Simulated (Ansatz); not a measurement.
Input for Ansatz (a program for electronic structure): U-wB97M-V/def2-TZVPP on C3H9O2Si (SMILES CCO[SiH](C)[O]).

Ansatz 0.2 input:
```yaml
crystal:
  periodic: [false, false, false]
  atoms:
    - {symbol: C, position_ang: [2.56916096, 0.14974613, 0.11100110]}
    - {symbol: C, position_ang: [1.12795141, 0.05691991, -0.35235000]}
    - {symbol: O, position_ang: [0.28157828, -0.13419922, 0.77244141]}
    - {symbol: Si, position_ang: [-1.29659706, -0.63870557, 0.70531889]}
    - {symbol: C, position_ang: [-2.36683972, 0.48939720, -0.35772254]}
    - {symbol: O, position_ang: [-1.49897720, -2.12380732, -0.04496119]}
    - {symbol: H, position_ang: [2.86904223, -0.77884468, 0.62045479]}
    - {symbol: H, position_ang: [3.24269239, 0.31426233, -0.74501987]}
    - {symbol: H, position_ang: [2.69178277, 0.98357986, 0.81931710]}
    - {symbol: H, position_ang: [1.00845459, -0.78003542, -1.06540529]}
    - {symbol: H, position_ang: [0.83758622, 0.98293366, -0.88514559]}
    - {symbol: H, position_ang: [-1.73538018, -0.70355087, 2.12086068]}
    - {symbol: H, position_ang: [-3.42899958, 0.21263897, -0.28690906]}
    - {symbol: H, position_ang: [-2.06143789, 0.44551962, -1.41404001]}
    - {symbol: H, position_ang: [-2.24001724, 1.52404539, 0.00205957]}
basis:
  gaussian:
    orbitals: def2-TZVPP
hamiltonian:
  xc: {name: wB97M-V}
magnetization: {spin_polarized: true, initial_magnetization: 1}
```

Program output:

```
WARN ansatz: RAYON_NUM_THREADS=8 ignored (pool sized by the plan → 8); use --threads N
Functional definition: wB97M-V
integrals: 0.43 GiB planned
1664 factors; their error is unknown
integrals: 0.47 GiB planned
412 factors; integrals over basis functions are off by at most 1.0e-5 eV
mean field: 4.61 GiB planned
mean field evaluation 1: about -15218.3185 eV, gradient 5.1e1 eV
mean field evaluation 2: about -15213.8560 eV, gradient 6.5e1 eV
mean field evaluation 4: about -15229.2058 eV, gradient 6.0e0 eV
mean field evaluation 8: about -15229.6067 eV, gradient 2.0e-1 eV
mean field evaluation 16: about -15229.6161 eV, gradient 1.0e-1 eV
mean field evaluation 32: about -15229.6179 eV, gradient 2.0e-3 eV
mean field -15229.61791862 eV, -559.6781355034 hartree, gradient 1.7e-5 eV, S^2 0.753971; 2 other end points of the search recorded, 0 dependent functions left out
reference -15229.61797653 eV, -559.6781376315 hartree; 29, 28 occupied and 294, 295 virtual orbitals, 1664 factors
Total energy: -15229.61797653 eV, -559.6781376315 hartree
```

Self-consistency was reached.

Cost: very roughly 4 core-minutes.
